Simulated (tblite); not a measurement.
Species: C₉H₁₄Si.
Geometry (GFN2-xTB, Å), atoms numbered from 1 in this order:
```xyz
24
C9H14Si angstrom
C     -2.746    1.591    0.463
C     -2.612    0.325   -0.385
C     -1.318   -0.378   -0.086
C     -1.236   -1.292    0.956
C     -0.032   -1.907    1.251
C      1.100   -1.612    0.514
C      1.040   -0.703   -0.536
C      2.264   -0.358   -1.317
Si     3.202    1.080   -0.482
C     -0.175   -0.092   -0.817
H     -2.722    1.342    1.522
H     -3.684    2.098    0.247
H     -1.925    2.274    0.256
H     -3.452   -0.339   -0.172
H     -2.651    0.595   -1.443
H     -2.119   -1.527    1.533
H      0.024   -2.622    2.059
H      2.039   -2.093    0.748
H      1.991   -0.073   -2.333
H      2.919   -1.227   -1.386
H      2.328    2.253   -0.427
H      4.396    1.382   -1.275
H      3.587    0.683    0.873
H     -0.230    0.618   -1.631
```

Computed with GFN2-xTB (tblite): harmonic, unscaled wavenumbers at the GFN2-xTB geometry, gas phase. Errors from tens to a few hundred cm⁻¹ against measured bands are possible. Modes of hydrogen on silicon can be 10 to 20 % off. One conformer, not necessarily the lowest.

Harmonic wavenumbers (cm⁻¹): 32.2, 38.1, 90.6, 107.8, 131.6, 197.5, 229.6, 280.5, 295.8, 397.7, 423.9, 471.3, 503.7, 508.4, 564.6, 604.1, 670.0, 719.8, 756.2, 772.8, 784.4, 787.2, 800.7, 802.3, 822.6, 886.3, 893.7, 926.8, 939.2, 991.4, 1033.5, 1069.3, 1080.4, 1099.6, 1141.2, 1184.0, 1193.4, 1204.6, 1236.1, 1277.9, 1285.1, 1323.7, 1335.8, 1408.4, 1449.3, 1471.3, 1483.5, 1489.4, 1498.9, 1506.8, 1594.1, 1607.5, 2252.0, 2266.2, 2271.8, 2971.1, 2978.5, 2981.6, 2988.1, 3028.6, 3032.8, 3038.4, 3059.1, 3063.9, 3070.2, 3081.8.

A = 1802, B = 668.2, C = 550.5 MHz; mass 150.086 u (most abundant isotopes); point group C1, symmetry number 1.

Q: What is the zero-point energy?

A: ½Σν̃ = 42744 cm⁻¹ = 511.34 kJ/mol.

Q: Give the ideal-gas entropy at 273.15 K and 1 bar in the rigid-rotor, harmonic-oscillator model (classical rotation).

A: Translation 169.53, rotation 126.78, vibration 138.44: S = 434.8 J/(mol K).

Q: And Cp and H(273.15 K) − H(0)?

A: Cp = 177.10 J/(mol K), of which vibrations give 143.84 (their classical limit is 66 R = 548.8); H(273.15 K) − H(0) = 28.39 kJ/mol without the zero-point energy, 19.30 from vibrations.

Q: Blend soft modes into free rotors: weight 1/[1 + (100 cm⁻¹/ν̃)⁴] for the oscillator and the rest for a rotor with moment μB/(μ + B), μ = h/(8π²ν), B = 10⁻⁴⁴ kg m². What vibrational entropy results?

A: 123.32 J/(mol K) in place of 138.44, which changes −T·S at 273.15 K by +4.13 kJ/mol.

Q: How do the functions run with temperature in this model?

A: 
```
 T (K)  S (J/(mol K))  Cp (J/(mol K))  H − H(0) (kJ/mol)  G − H(0) (kJ/mol)  ln q(vib)
    50          262.2            61.9               2.34             -10.77       1.06
   100          312.6            85.6               6.04             -25.22       2.71
298.15          450.9           191.8              33.00            -101.44       8.93
373.15          498.6           234.2              48.99            -137.05      11.29
   500          576.1           296.1              82.77            -205.26      15.32
   750          713.7           382.0             168.37            -366.91      23.16
  1000          831.7           437.4             271.28            -560.47      30.58
```

q(vib) and H(0) count from the zero-point level.

Q: What must be added to the electronic energy to get the Gibbs energy at 273.15 K and 1 bar?

A: ZPE + [H(273.15 K) − H(0)] − T·S = 511.34 + 28.39 − 118.75 = 420.98 kJ/mol.

Hindered rotation and anharmonicity are outside this model. Other conformers, if any are populated, would add a mixing term that is left out. The structure is chiral; the term R ln 2 for an equal mix with its mirror image is left out.
